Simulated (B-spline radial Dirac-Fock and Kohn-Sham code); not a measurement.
## Atomic SCF run for Se⁷⁺

ΔSCF core binding energies without Breit or QED terms, calculated with a radial B-spline solver. Keys: rel is the Hamiltonian (dirac, or spin-free x2c and nr, where L3 and M5 stand for the whole 2p and 3d shells), method is hf or an exchange,correlation pair (spin-unpolarised, also for the hole states), nuc the nuclear model, radius_factor scales its radius, rmax is the box in bohr, h the logarithmic mesh step, order the B-spline order, points the quadrature points per cell, c_factor scales the speed of light, and damp, ndamp, maxit and tol steer the iteration. The run stops when the commutator error falls below 10·tol·max(1, Z/10), or the numerical noise floor, and the energy has settled to about 1e-8 Ha; the virial ratio is −V/T.

Input (task.json):

```json
{"items": [{"Z": 34, "q": 7, "cfg": [[1, 0, 2], [2, 0, 2], [2, 1, 6], [3, 0, 2], [3, 1, 6], [3, 2, 9]], "A": 80, "rrms": 4.14, "do": "settings", "holes": ["K", "L3", "M5"],
  "settings": [{"rel": "dirac", "method": "hf", "nuc": "fermi", "radius_factor": 1.0, "rmax": 45.0, "h": 2.0, "order": 8, "points": 10, "c_factor": 1.0, "maxit": 76, "damp": 0.5, "ndamp": 3, "tol": 1e-08}]}]}
```

Command: `python xray2_run.py task.json out`

Ground-state iterations:

```
iter   energy (Ha)        error
   1    -3230.49410896  2.05e+01
   2    -3261.01476934  1.74e+00
   3    -3263.51040333  6.51e-01
   4    -3263.98282321  3.18e-01
   5    -3264.05218731  9.21e-02
   6    -3264.05989263  8.90e-03
   7    -3264.05997337  4.13e-04
   8    -3264.05997351  1.23e-05
   9    -3264.05997351  4.86e-07
  10    -3264.05997351  4.82e-08
```

The ground state converged in 10 iterations, with total energy -3264.05997 Ha, virial ratio 1.11082 and highest orbital energy -224.74 eV. ΔSCF binding energies: K (1s) 20454.8 eV, L3 (2p3/2) 1360.9 eV. Holes are computed only in closed shells, and unreliable hole states are left out.

Question: One setting is unsound. Which, and why?

Answer: h is too large to resolve the orbitals. With the default settings (Dirac Hartree-Fock): The ground state converged in 9 iterations, with total energy -2413.83790 Ha, virial ratio 1.97608 and highest orbital energy -189.91 eV. ΔSCF binding energies: K (1s) 12826.4 eV, L3 (2p3/2) 1577.8 eV. Holes are computed only in closed shells, and unreliable hole states are left out.
